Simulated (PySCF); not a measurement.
Compound: C₂F₄O.
InChI=1S/C2F4O/c3-1(7)2(4,5)6

The calculation used PBE0-D3(BJ)/def2-SVP geometry optimisation, gas phase (PySCF).

Take the most abundant isotopes and a rigid rotor. 

Give the principal moments of inertia and the rotational constants in MHz.

Ia = 130.69, Ib = 201.49, Ic = 243.82 u·Å²; 505379 MHz·u·Å²/I gives A = 3867, B = 2508, C = 2073 MHz.

What kind of rotor is it?

An asymmetric top. Ray's parameter κ = (2B − A − C)/(A − C) = -0.515; −1 is the prolate and +1 the oblate limit.

What does the inertial defect say?

Not planar: Δ = Ic − Ia − Ib = -88.36 u·Å². For a rigid frame Δ = −2 Σ m c², so Σ m c² = 44.18 u·Å² lies off the ab plane. The atom farthest from that plane is 1.08 Å away.

Give the other two planar moments, Paa and Pbb, and the rms extents of the mass along the axes.

Paa = Σ m a² = (Ib + Ic − Ia)/2 = 157.31 and Pbb = Σ m b² = (Ia + Ic − Ib)/2 = 86.51 u·Å². With the mass M = 115.99 u, the rms extents √(P/M) along a, b and c are 1.16, 0.86, 0.62 Å.

Predict some low-J microwave lines.

The dipole components are |μa| = 0.42 D, |μb| = 0.59 D, |μc| = 0.00 D; the mirror of this Cs structure is the ab plane, so μc vanishes by symmetry and there are no c-type lines. The squared components, which scale the intensities, stand as 0.51 : 1.00 (a : b). Some lines, for components of 0.1 D or more:

```
type  branch         J(Ka,Kc)    MHz  lower level (cm⁻¹)
   a       Q  1(1,0) ← 1(1,1)    435               0.198
   b       Q  1(1,0) ← 1(0,1)   1794               0.153
   b       Q  2(1,1) ← 2(0,2)   2319               0.455
   a       Q  3(1,2) ← 3(1,3)   2601               0.924
   b       Q  2(2,0) ← 2(1,1)   4165               0.533
   b       Q  3(2,2) ← 3(1,3)   6087               0.924
   a       Q  5(1,4) ← 5(1,5)   6230               2.219
   b       Q  5(1,4) ← 5(0,5)   6403               2.214
   b       Q  3(3,0) ← 3(2,1)   7522               1.141
   b       R  2(0,2) ← 1(1,1)   7714               0.198
   b       Q  5(3,3) ← 5(2,4)   8552               2.493
   b       R  2(1,2) ← 1(0,1)  10085               0.153
   a       R  3(2,2) ← 2(2,1)  13743               0.669
   b       Q  5(5,0) ← 5(4,1)  13995               3.143
   b       Q  5(5,1) ← 5(4,2)  14006               3.142
   a       R  3(2,1) ← 2(2,0)  14077               0.672
   b       R  2(2,0) ← 1(1,1)  14198               0.198
   b       R  4(1,4) ← 3(0,3)  17946               0.903
   a       R  4(3,1) ← 3(3,0)  18540               1.392
   b       R  5(1,4) ← 4(2,3)  20721               1.736
   a       R  5(3,3) ← 4(3,2)  23109               2.008
   b       R  5(2,4) ← 4(1,3)  25469               1.644
   b       R  4(2,2) ← 3(1,3)  25491               0.924
   b       R  4(3,1) ← 3(2,2)  26485               1.127
   b       R  5(3,3) ← 4(2,2)  30109               1.774
   b       R  5(5,0) ← 4(4,1)  37108               2.372
```

Estimate the classical rotational partition function at 100 K, 298.15 K and 500 K.

Point group Cs, symmetry number σ = 1; q = (√π/σ)·√((kT/h)³/(ABC)), k/h = 20836.6 MHz/K: 37600 at 100 K, 194000 at 298.15 K, 420000 at 500 K.

Whether it is a minimum is left open (no frequencies). Constants of a rigid frame at the computed geometry: no zero-point averaging, no centrifugal distortion.

The values belong to the conformer `[O:1]=[C:2]([F:3])[C:4]([F:5])([F:6])[F:7]`: O1–C2–C4–F5 -120°.
